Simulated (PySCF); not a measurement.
Ge(H)2(vinyl)(NH2) (C2H7GeN), SMILES [CH]([GeH2][NH2])=C.

Geometry: PBE0-D3(BJ)/def2-SVP. One conformer was computed; it need not be the lowest.

Two levels are set side by side: PBE/def2-TZVP (PySCF) and r2SCAN/def2-TZVP (PySCF). Same geometry, gas phase. Differences are taken from unrounded values.

```tsv
quantity	r2SCAN
orbital gap (eV)	4.85
highest occupied level (eV)	-6.04
lowest empty level (eV)	-1.19
dipole moment (D)	1.57
mean polarisability (bohr³)	63.4
```

Q: What does PBE give, and how far is it from r2SCAN? (The exact figures need the calculation; the answer reports its results.)

A: 
| quantity | PBE | PBE minus r2SCAN |
|---|---|---|
| orbital gap (eV) | 4.34 | -0.51 |
| highest occupied level (eV) | -5.74 | 0.30 |
| lowest empty level (eV) | -1.40 | -0.21 |
| dipole moment (D) | 1.53 | -0.04 |
| mean polarisability (bohr³) | 64.7 | 1.4 |

Rough cost on one machine, each run with all the roots and properties that it gave: r2SCAN against PBE about 3 times.
